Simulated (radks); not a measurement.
Question: The mean radii <r> (bohr) of the occupied orbitals of an atom or ion are listed with their occupations. Calculated with a radial shooting solver on a logarithmic mesh with Libxc functionals: non-relativistic Kohn-Sham, TPSS, spin-polarised, spherical densities, point nucleus; meta-GGA in the generalised Kohn-Sham scheme.

| orbital | occ. | <r> |
|---|---|---|
| 1s down | 1 | 0.02134 |
| 1s up | 1 | 0.02134 |
| 2s up | 1 | 0.09035 |
| 2s down | 1 | 0.09034 |
| 2p up | 3 | 0.07651 |
| 2p down | 3 | 0.07649 |
| 3s up | 1 | 0.2287 |
| 3s down | 1 | 0.2286 |
| 3p up | 3 | 0.2187 |
| 3p down | 3 | 0.2186 |
| 3d up | 5 | 0.1923 |
| 3d down | 5 | 0.1922 |
| 4s up | 1 | 0.4716 |
| 4s down | 1 | 0.4724 |
| 4p up | 3 | 0.4716 |
| 4p down | 3 | 0.4725 |
| 4d up | 5 | 0.4663 |
| 4d down | 1 | 0.4672 |

Name the element and its charge. Open shells, if any, are filled with parallel spins first.

Answer: Z = 71, lutetium, charge +29: Lu29+ in [Kr] 4d6. The 1s radius gives Z: for a bare nucleus <r> = 1.5/Z, 0.02113 bohr for Z = 71, and screening makes it slightly larger (0.02134 here). The occupations add up to 42, and the charge is Z minus that.
